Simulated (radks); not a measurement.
The numbers below are computed, except where a source is named.
The lithium anion Li-, [He] 2s2, held by a Watson sphere: a shell of charge +1 at radius R that stands for the Madelung well of a crystal (potential energy -1/R inside, -1/r outside, in hartree with lengths in bohr). Code: a radial shooting solver on a logarithmic mesh with Libxc functionals. Model: non-relativistic Kohn-Sham, r2SCAN, spin-unpolarised, spherical densities, point nucleus; meta-GGA in the generalised Kohn-Sham scheme.

R (bohr) = 1.58: e(1s) (eV) -57.653; e(2s) (eV) -4.841; <r> 2s (bohr) 3.112; sum of <r^2> (bohr^2) 23.79; X-ray form factor at sin(theta)/lambda = 0.3 1/angstrom 1.477
R (bohr) = 1.71: e(1s) (eV) -56.651; e(2s) (eV) -4.799; <r> 2s (bohr) 3.145; sum of <r^2> (bohr^2) 24.24; X-ray form factor at sin(theta)/lambda = 0.3 1/angstrom 1.476
R (bohr) = 2.85: e(1s) (eV) -52.892; e(2s) (eV) -4.266; <r> 2s (bohr) 3.532; sum of <r^2> (bohr^2) 29.96; X-ray form factor at sin(theta)/lambda = 0.3 1/angstrom 1.489
R (bohr) = 2.91: e(1s) (eV) -52.818; e(2s) (eV) -4.233; <r> 2s (bohr) 3.554; sum of <r^2> (bohr^2) 30.33; X-ray form factor at sin(theta)/lambda = 0.3 1/angstrom 1.490
R (bohr) = 3.77: e(1s) (eV) -52.198; e(2s) (eV) -3.776; <r> 2s (bohr) 3.875; sum of <r^2> (bohr^2) 35.84; X-ray form factor at sin(theta)/lambda = 0.3 1/angstrom 1.502
R (bohr) = 3.8: e(1s) (eV) -52.185; e(2s) (eV) -3.760; <r> 2s (bohr) 3.886; sum of <r^2> (bohr^2) 36.04; X-ray form factor at sin(theta)/lambda = 0.3 1/angstrom 1.502
